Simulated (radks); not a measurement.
Question: Cu24+, configuration 1s1 2s2 2p1 3p1 (not the ground configuration). All-electron calculation, scalar-relativistic Kohn-Sham, PBEsol, spin-unpolarised, spherical densities, point nucleus. Program: a radial shooting solver on a logarithmic mesh with Libxc functionals. Some entries of the table are withheld. Estimate them.

orbital,occ.,eigenvalue (hartree),<r^2> (bohr^2),r(max) (bohr)
1s,1,-395.1845,0.003534,(1)
2s,2,-88.51388,0.05304,(2)
2p,1,-85.75847,0.03960,0.1435
3p,1,-35.85785,0.2571,(3)

Answer: 
(1) 1s r(max) (bohr): 0.03381
(2) 2s r(max) (bohr): 0.1835
(3) 3p r(max) (bohr): 0.4485
